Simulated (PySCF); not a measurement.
# Cl⁺: excitation energy

Cl⁺ [Ne] 3s2 3p4 (3P) → Cl⁺ [Ne] 3s2 3p3 4s1, s spin flipped, as a difference of total energies. Computed with PySCF 2.14 in aug-cc-pwCVTZ (8s7p5d3f, 75 functions), with the non-relativistic Hamiltonian (point nucleus). Correlated levels: nothing frozen. The calculations carry no spin-orbit coupling.

```csv
method,excitation energy (eV)
UHF,13.199
MP2 (all electrons),13.587
SCS-MP2 (all electrons),13.667
```

Q: How much does correlation contribute at MP2 (all electrons)?

A: 13.587 − (13.199) = 0.388 eV, measured against UHF.

The upper determinant mixes two multiplicities, so it lies between the two terms.

The promoted electron is Rydberg-like, and one or two diffuse shells describe it only roughly, which tends to raise the upper state.
